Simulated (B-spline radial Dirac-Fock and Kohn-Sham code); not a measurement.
## Elastic and transport cross sections of indium for electrons

Calculated with a radial finite-basis atomic code, using relativistic (Dirac) partial waves in the static field of the Dirac-Fock atom with Furness-McCarthy exchange, without polarisation or absorption potentials. σ_tr1 and σ_tr2 weight the cross section with 1 − P₁ and 1 − P₂ of cos θ; "backward" is the share scattered beyond 90°.

```tsv
energy (eV)	σ (a₀²)	σ_tr1 (a₀²)	σ_tr2 (a₀²)	σ/σ_tr1	backward (%)
827	9.88	2.41	2.15	4.11	10
988	9.06	1.98	1.85	4.57	9.0
1000	9.01	1.96	1.83	4.60	8.9
1500	7.37	1.21	1.30	6.08	6.3
1510	7.35	1.20	1.29	6.10	6.2
1600	7.13	1.12	1.23	6.37	5.9
1660	7.00	1.07	1.19	6.55	5.7
2000	6.36	0.843	1.00	7.55	4.9
2570	5.57	0.605	0.787	9.21	3.9
3000	5.12	0.490	0.673	10.4	3.4
3300	?	?	?	?	?
3350	4.82	0.421	0.600	11.4	3.0
3600	4.63	0.381	0.555	12.2	2.8
4380	4.14	0.288	0.446	14.4	2.2
```

Task: Fill in the row for 3.3 keV.

Result: σ = 4.86 a₀², σ_tr1 = 0.430 a₀², σ_tr2 = 0.609 a₀², σ/σ_tr1 = 11.3, backward 3.0 %. The ratio σ/σ_tr1 is roughly the number of elastic collisions that randomise the direction.
